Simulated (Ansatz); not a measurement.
This geometry of H₅NS₂Si (9 atoms, charge 0, multiplicity 1) is a first-order saddle point.

Level of theory: Ansatz, RHF/def2-SVP.

```xyz
9
Properties=species:S:1:pos:R:3
N 0.190 1.047 -0.909
Si 0.826 -0.498 -0.550
S 0.108 -1.398 1.332
S -1.162 0.053 2.140
H -0.747 1.142 -1.251
H 0.441 1.839 -0.347
H 2.293 -0.416 -0.420
H 0.451 -1.434 -1.626
H -2.312 -0.382 1.615
```

(1) Which two structures does it join? (They come from a converged band through this point; their orientation in space is the band's.)

(2) How far does it lie above each of them?

Results:

(1) No bond is made or broken. The dihedral N1–Si2–S3–S4 goes from -62 to 61°.

Initial state:

```xyz
9
Properties=species:S:1:pos:R:3
N -0.163 0.858 -1.153
Si 0.659 -0.530 -0.585
S -0.296 -1.594 1.060
S -0.265 -0.082 2.515
H -1.041 0.801 -1.631
H -0.032 1.749 -0.718
H 1.999 -0.110 -0.139
H 0.705 -1.565 -1.638
H -1.476 0.428 2.272
```

Final state:

```xyz
9
Properties=species:S:1:pos:R:3
N 0.437 1.338 -0.822
Si 0.842 -0.225 -0.259
S 0.052 -0.774 1.698
S -2.002 -0.625 1.292
H -0.464 1.514 -1.223
H 0.801 2.157 -0.376
H 2.301 -0.321 -0.051
H 0.338 -1.209 -1.234
H -2.217 -1.901 0.959
```

(2) 0.151 eV above the first and 0.160 eV above the second. This is the barrier of this one path; another mechanism may lie lower.

The run took 2.8 min on 1 CPU thread of a shared host.
